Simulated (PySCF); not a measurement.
## Spinor energies of Cl⁹⁺ (chlorine, charge +9)

Start: [He] 2s2 2p4; 2p1/2 filled at m_j = -1/2, +1/2; 2p3/2 filled at m_j = +1/2, +3/2. Calculated with PySCF 2.14 in an uncontracted even-tempered set (18 s from 1.2 bohr⁻², ratio 2.4; 11 p from 1.6 bohr⁻², ratio 2.4; 5 d from 8.3 bohr⁻², ratio 2.6; 5 f from 12 bohr⁻², ratio 2.6): generalised Hartree-Fock with the X2C-1e Hamiltonian and a Gaussian nucleus; one run each with spin-orbit coupling (SO) switched off, then screened by Boettger's factors.

| spinor shell | electrons | ε, spin-free (eV) | ε, screened SO (eV) | weight of nominal j (screened SO) | rms radius, screened SO (bohr) |
| --- | --- | --- | --- | --- | --- |
| 1s1/2 | 2 | -3147.4 | -3147.2 | 1.000 | 0.105 |
| 2s1/2 | 2 | -519.54 | -519.50 | 1.000 | 0.454 |
| 2p3/2 | 2 | -465.93 | -469.36 | 0.817 | 0.412 |
| 2p1/2 | 2 | -465.93 | -462.77 | 0.699 | 0.413 |

```csv
quantity,spin-free,screened SO
E (hartree),-418.71339,-418.74103
M_J,2,2
⟨J²⟩,6.001,6.001
⟨L²⟩,2.000,2.048
⟨S²⟩,2.001,1.977
```

Each row is a mean over spinors that exchange with the open shell spreads, by up to 24.257 eV (2s1/2).

Rows whose weight is well below 1 are mixtures of j = l ± 1/2: exchange outweighs spin-orbit coupling there, and the label is only the starting occupation.

Without spin-orbit coupling the j labels of p, d and f shells carry no meaning; the spin-free column gives the mean over the occupied spinors of each nl shell.
